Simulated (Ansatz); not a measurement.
`C[N]=[W](=[O])([OH])[F]` at its PBE0-D4/def2-TZVP geometry, where that method's forces vanish. Charge 0, multiplicity 1. W: def2 effective core potential.

```xyz
10

C    -1.6149   -0.6653   -0.3616
N    -0.3510   -0.0191   -0.3483
W     1.3353    0.1415    0.0541
O     1.7818   -1.2027    1.0039
O     1.5538    1.7157    1.0721
F     2.3168    0.1681   -1.5415
H    -2.3821   -0.0010    0.0484
H    -1.6009   -1.5880    0.2287
H    -1.9019   -0.9103   -1.3888
H     0.8631    2.3610    1.2330
```

(1) What forces (eV/Å) does PBE-D4/def2-TZVPP give on these atoms in the Gaussian-basis code of Ansatz? (Best estimate.)

Answers

(1) The calculation gave: 
```
C1   0.025  0.008 -0.003
N2  -0.706  0.017 -0.223
W3   0.381  0.628 -0.294
O4   0.281 -0.905  0.642
O5   0.400  0.121  0.242
F6   0.253 -0.017 -0.429
H7  -0.186  0.124  0.084
H8  -0.024 -0.211  0.126
H9  -0.091 -0.064 -0.213
H10 -0.334  0.298  0.067
```
